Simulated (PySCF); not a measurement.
Simulated outer-valence photoelectron spectrum of `FC1=CC=N[Se]1`. Computed with EOM-IP-CCSD/aug-cc-pVDZ in PySCF, restricted Hartree–Fock reference, 14 core orbitals frozen, non-relativistic, gas phase, PBE0-D3(BJ)/def2-SVP geometry.

Each root has a Gaussian of 0.5 eV full width with its one-hole share as area; cross sections and vibrations are left out, and the highest printed point is 100.

```tsv
ionisation energy (eV)	intensity
8.8	1
9.0	7
9.2	34
9.4	79
9.6	100
9.8	94
10.0	68
10.2	63
10.4	74
10.6	45
10.8	12
11.0	1
11.2	0
11.4	0
11.6	0
11.8	4
12.0	23
12.2	62
12.4	68
12.6	31
12.8	7
13.0	9
13.2	37
13.4	70
13.6	68
13.8	70
14.0	73
14.2	39
14.4	9
14.6	1
14.8	0
15.0	4
15.2	24
15.4	62
15.6	66
15.8	29
16.0	9
16.2	24
16.4	61
16.6	66
16.8	29
17.0	5
17.2	0
```

Q: Where are the maxima, and how many lines lie under the curve?

A: 7 maxima, at 9.7, 10.4, 12.3, 13.5, 13.9, 15.5 and 16.5 eV, from 8 lines. At this width some lines have no maximum of their own.

Q: List the lines with their holes.

A: 
| E (eV) | leading hole (HF orbital) | area | Koopmans (eV) |
| --- | --- | --- | --- |
| 9.47 | HOMO | 0.96 | 9.67 |
| 9.83 | HOMO-1 | 0.95 | 10.25 |
| 10.40 | HOMO-2 | 0.94 | 11.96 |
| 12.32 | HOMO-3 | 0.95 | 13.30 |
| 13.44 | HOMO-4 | 0.90 | 14.90 |
| 13.96 | HOMO-5 | 0.94 | 15.67 |
| 15.52 | HOMO-6 | 0.94 | 17.45 |
| 16.52 | HOMO-7 | 0.93 | 19.13 |

The widest gap, 1.92 eV, lies between 10.40 and 12.32 eV. Only orbitals with −ε under 21 eV, eight at most, were ionised, so the high end of the curve may lack lines.
